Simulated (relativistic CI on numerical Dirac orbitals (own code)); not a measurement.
## Sensitivity of the levels of Xe I to α and to the nuclear radius

Computed by Dirac-Coulomb-Breit CI, orbitals from a KLI potential per configuration, valence Slater integrals scaled by 0.85, P86 correlation energy added to each configuration, derivatives by finite differences, QED left out (own radial code, finite nucleus).

CI space (outside the closed core [Kr] 4d10 5s2): 5p6, 5p5.6s, 5p5.6p, 5p5.5d, 5p5.7s, 5p5.6d, 5p5.4f. Double excitations out of closed p, d and f shells are left out; levels of such configurations are missing from the list, as are those of other unlisted configurations, and high levels can miss mixing partners.

With x = (α/α₀)² − 1 an excitation energy changes as ω = ω₀ + qx; K = 2q/ω₀ is the relative enhancement. Terms are leading LS components, so labels can repeat. The field-shift factor is F = δν/δ⟨r²⟩ for the transition from the lowest level.

Lowest level 5p6 1S_0.

| Level | ω₀ (cm⁻¹) | q (cm⁻¹) | K | F (GHz/fm²) |
| --- | --- | --- | --- | --- |
| 5p5.6s 3P°_2 | 68351.6 | -5219 | -0.153 | 4.35 |
| 5p5.6s 1P°_1 | 69427.5 | -4964 | -0.143 | 4.09 |
| 5p5.6p 3S_1 | 77650.6 | -4144 | -0.107 | 2.75 |
| 5p5.6s 3P°_0 | 77944.8 | 3104 | 0.0796 | 3.63 |
| 5p5.6p 3D_2 | 78426.5 | -4372 | -0.111 | 2.76 |
| 5p5.6p 3D_3 | 78553.9 | -4000 | -0.102 | 2.74 |
| 5p5.6s 3P°_1 | 78894.1 | 3762 | 0.0954 | 3.53 |
| 5p5.6p 1P_1 | 79141.7 | -4138 | -0.105 | 2.75 |
| 5p5.6p 3P_2 | 79320.5 | -4011 | -0.101 | 2.74 |
| 5p5.6p 1S_0 | 80395.3 | -3920 | -0.0975 | 2.71 |
| 5p5.5d 3P°_0 | 81423.9 | 537.9 | 0.0132 | 2.77 |
| 5p5.5d 3F°_4 | 81502.4 | -3299 | -0.081 | 2.56 |
| 5p5.5d 3P°_1 | 81604.5 | -91.6 | -0.00224 | 2.75 |
| 5p5.5d 3P°_2 | 81758.4 | -3002 | -0.0734 | 2.55 |
| 5p5.5d 3F°_3 | 82303.3 | -3242 | -0.0788 | 2.58 |
| 5p5.5d 1D°_2 | 83109.9 | -3349 | -0.0806 | 2.61 |
| 5p5.5d 3D°_3 | 83306.0 | -3635 | -0.0873 | 2.64 |
| 5p5.5d 1P°_1 | 84809.7 | -3658 | -0.0863 | 2.75 |
| 5p5.7s 3P°_2 | 85635.0 | -4358 | -0.102 | 3.23 |
| 5p5.7s 1P°_1 | 86016.4 | -4249 | -0.0988 | 3.13 |
| 5p5.6p 3D_1 | 89044.7 | 7503 | 0.169 | 2.35 |
| 5p5.6d 3P°_0 | 89083.2 | -3546 | -0.0796 | 2.66 |
| 5p5.6d 3P°_1 | 89144.3 | -3182 | -0.0714 | 2.64 |

Correlation outside the listed configurations is missing or only estimated: errors of thousands of cm⁻¹ between configurations and terms are usual at this charge. Rates and lifetimes follow the computed energies and can be off by large factors. The fine structure of a lone outer electron comes out too small, for d and f at times inverted, and misplaced configurations move strength between like terms.
